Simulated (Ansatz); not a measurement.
Species: BaF, charge 1, singlet. BaF+ (SMILES [F][Ba+]).
B3LYP-D3(BJ)/def2-TZVP minimum from Ansatz (a quantum-chemistry and plane-wave program):
```xyz
2

Ba     0.0000     0.0000    -0.2900
F      0.0000     0.0000     1.8044
```
Charge +1, spin multiplicity 1.

Total energies in def2-TZVPP, 8 correlated electrons, 5 frozen orbitals. UHF or UKS for unpaired electrons; spin-orbit terms are left out. Cores are frozen in correlated methods (noble-gas shells, and filled d and f shells in the p block). Past Kr the def2 sets carry scalar-relativistic core potentials. The spin of BaF+ ([F][Ba+], singlet) was assumed, and the state is the lowest solution found for it.

| method | program | energy (Eh) | minus CCSDT(Q) (mEh) |
|---|---|---|---|
| HF | Ansatz | -124.50517 | 280.57 |
| MP2 | Ansatz | -124.78274 | 3.00 |
| CCSD | Ansatz | -124.77763 | 8.10 |
| CCSD(T) | Ansatz | -124.78545 | 0.29 |
| CCSDT(Q) | Ansatz | -124.78574 | 0.00 |

Rough core times of Ansatz's runs on a shared machine: CCSD(T) under 20 s, CCSDT(Q) 30 s.
